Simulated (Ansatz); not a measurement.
`[CH3][GeH2][TeH]` → `[CH2]` (triplet) + `[GeH3][TeH]` at 400 K and 1 bar (formal loss of a carbene).

Program: Ansatz. Geometries: PBE0-D4/def2-TZVP. ΔE: electronic, gas phase. CCSD(T)/CBS adds triple-zeta CCSD(T) − MP2 to the extrapolated MP2 energy (def2 sets, frozen cores). This one scheme is used for every species. Triplets are unrestricted, without spin–orbit coupling. Elements past krypton have def2 core potentials. For Ge, Te outer-core shells are correlated without core-valence functions, which leaves a few kJ/mol of doubt a bond. Scalar relativity is left out up to krypton.

```json
{"species": "`[CH3][GeH2][TeH]`", "CCSD(T)/CBS energy (Eh)": "-2385.52242", "H − E (kJ/mol)": "185.9", "S (J/(mol·K))": "381.2"}
{"species": "`[CH2]` (triplet)", "CCSD(T)/CBS energy (Eh)": "-39.09499", "H − E (kJ/mol)": "59.0", "S (J/(mol·K))": "205.7"}
{"species": "`[GeH3][TeH]`", "CCSD(T)/CBS energy (Eh)": "-2346.24724", "H − E (kJ/mol)": "101.5", "S (J/(mol·K))": "333.5"}
```

H − E and S are ideal-gas, rigid-rotor, harmonic terms from PBE0-D4/def2-TZVP, for one conformer and one mirror image of each species, with the whole ground term of open shells counted as degenerate. 1 Eh = 2625.50 kJ/mol, R = 8.31446 J/(mol·K).

Q: By hand: ΔE, ΔH, ΔS and ΔG.

A: ΔE = (-39.09499) + (-2346.24724) − (-2385.52242) = 0.18019 Eh = 473.1 kJ/mol. Δ(H − E) = 59.0 + 101.5 − 185.9 = -25.4, so ΔH = 447.7 kJ/mol. ΔS = 205.7 + 333.5 − 381.2 = 158.0 J/(mol·K). ΔG = 447.7 − 400 × (158.0)/1000 = 384.5 kJ/mol.

Q: By hand: the equilibrium constant, and the temperature at which ΔG would vanish if ΔH and ΔS stayed fixed.

A: log₁₀ K = −ΔG/(RT ln 10) = -50.2. ΔG = 0 at ΔH/ΔS = 2834 K, far beyond where these terms or the molecules hold.

The number of gas molecules changes by +1, which sets the sign of ΔS. A doubt of 5 kJ/mol in ΔE shifts log₁₀ K by 0.7 here. Other conformers and mirror images would add mixing entropy, several J/(mol·K) or more a flexible species. A triplet takes part, so the spin changes. These are equilibria of isolated gas molecules and say nothing of rates. Largest T1 diagnostic: 0.011 (customary marks: 0.02 for closed shells, 0.045 for open ones).
